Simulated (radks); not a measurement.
The phosphorus anion P- inside a hard spherical wall (all orbitals vanish at R), configuration held at [Ne] 3s2 3p4 and not refilled when levels cross. All-electron calculation, scalar-relativistic Kohn-Sham, LDA (Slater exchange, Perdew-Wang correlation), spin-polarised, spherical densities, point nucleus; open shells are filled with parallel spins first. Program: a radial shooting solver on a logarithmic mesh with Libxc functionals. Eigenvalues in eV for spin up, with the zero of energy where the potential of the charges vanishes at infinity; a dash marks a level that is unbound or too diffuse for the functional's potential to be trusted. A positive occupied level is held by the wall or, in an anion where self-interaction has pushed it up, behind a barrier. The pressure on the wall is -dE/dV.

| R (bohr) | E (hartree) | kinetic (hartree) | e(2s) | e(2p) | e(3s) | e(3p) | e(4s, empty) | e(4p, empty) | pressure (GPa) |
|---|---|---|---|---|---|---|---|---|---|
| 20 | -340.88478 | 341.632 | -165.64 | -117.04 | -7.557 | 0.469 | 2.084 | 2.336 | 0.000330 |
| 12 | -340.88340 | 341.635 | -165.37 | -116.76 | -7.284 | 0.712 | 3.426 | 4.435 | 0.00998 |
| 10 | -340.88103 | 341.646 | -165.13 | -116.52 | -7.076 | 0.898 | 4.282 | 5.806 | 0.0492 |
| 8 | -340.87149 | 341.689 | -164.52 | -115.91 | -6.579 | 1.367 | 6.116 | 8.546 | 0.345 |
| 5 | -340.70992 | 342.352 | -159.80 | -111.16 | -3.300 | 4.910 | 18.179 | 23.694 | 17.1 |
| 4 | -340.34678 | 343.671 | -153.74 | -105.06 | 0.860 | 9.764 | 33.847 | 41.180 | 95.3 |
| 3.5 | -339.87513 | 345.215 | -148.14 | -99.394 | 5.076 | 14.713 | 49.489 | 57.835 | 253 |
| 3 | -338.88454 | 348.162 | -139.42 | -90.563 | 12.609 | 23.434 | 76.553 | 85.735 | 744 |
| 2 | -330.94562 | 368.041 | -102.62 | -52.873 | 61.949 | 76.919 | 232.39 | 237.09 | 10700 |
| 1.5 | -313.61415 | 406.154 | -59.966 | -7.875 | 160.39 | 174.18 | 492.61 | 475.50 | 63700 |
